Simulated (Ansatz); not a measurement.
Process, species as SMILES: F[Se]F -> F[Se]F as doublet, charge +1 + e-
Each molecule is optimised on its own at B3LYP-D3(BJ)/def2-TZVP (Ansatz, a first-principles code).

Property: adiabatic ionisation energy (electronic energy difference), in eV. Cores are frozen in the correlated levels unless marked. Open shells are spin-unrestricted. Spin-orbit coupling is left out. Frozen are the shells of the preceding noble gas and the d and f shells that filled before the atom's block. Non-relativistic. CBS marks a two-point X^-3 extrapolation of the correlation energy; Hartree-Fock from the larger set.

| level | program | adiabatic ionisation energy (eV) |
|---|---|---|
| r2SCAN/def2-TZVPD | Ansatz | 9.65 |
| PBE0-D3(BJ)/def2-TZVPD | Ansatz + dftd3 | 9.75 |
| B2GP-PLYP-D3(BJ)/def2-TZVPD | Ansatz + dftd3 | 9.78 |
| MP2/cc-pVDZ | Ansatz | 9.53 |

**Question.** Estimate the value at CCSD(T)/CBS(cc-pVTZ,cc-pVQZ) as computed with Ansatz.

**Answer.** 9.92 eV
